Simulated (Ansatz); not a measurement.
A structure drawn as `[CH3][Sn]([CH3])([CH3])[CH3]`, with this starting geometry:

Cartesian coordinates in Å:
```
C 1.618 0.266 1.325
Sn 0.011 0.007 -0.008
C -0.868 -1.874 0.377
C 0.738 -0.014 -1.992
C -1.438 1.539 0.254
H 1.235 0.295 2.419
H 2.373 -0.504 1.233
H 2.081 1.272 1.190
H -1.769 -2.060 -0.332
H -1.295 -1.928 1.409
H -0.145 -2.687 0.233
H -0.107 -0.121 -2.716
H 1.528 -0.691 -2.121
H 1.202 1.075 -2.205
H -0.990 2.532 0.042
H -2.322 1.383 -0.429
H -1.851 1.510 1.322
```

Total charge 0; spin multiplicity 1. Sn takes the def2 core potential.

(1) Relax it with Ansatz at PBE-D4/def2-SVP and then PBE0-D4/def2-TZVP. Is the drawn bonding still there?

(2) Give the relaxed structure. (Best estimate.)

Atoms count as bonded under 1.1 times the sum of their covalent radii (H–H under 0.85 Å, pairs among N, O and F under 1.55 Å), and a drawn bond as lost past 1.3 times.

Results:

(1) Yes, every drawn bond is still there and no new one forms.

(2) The calculation gave: 
Z-matrix (Å, degrees):
```
C
Sn 1 2.147
H 1 1.091 2 110.4
H 1 1.091 2 110.4 3 120.0
H 1 1.091 2 110.4 3 -120.0
C 2 2.147 1 109.5 3 179.6
C 2 2.147 1 109.5 3 59.6
C 2 2.147 1 109.5 3 -60.4
H 6 1.091 2 110.4 1 59.9
H 6 1.091 2 110.4 1 179.9
H 6 1.091 2 110.4 1 -60.1
H 7 1.091 2 110.4 1 179.7
H 7 1.091 2 110.4 1 59.7
H 7 1.091 2 110.4 1 -60.3
H 8 1.091 2 110.4 1 60.0
H 8 1.091 2 110.4 1 180.0
H 8 1.091 2 110.4 1 -60.0
```
No frequency check was run.
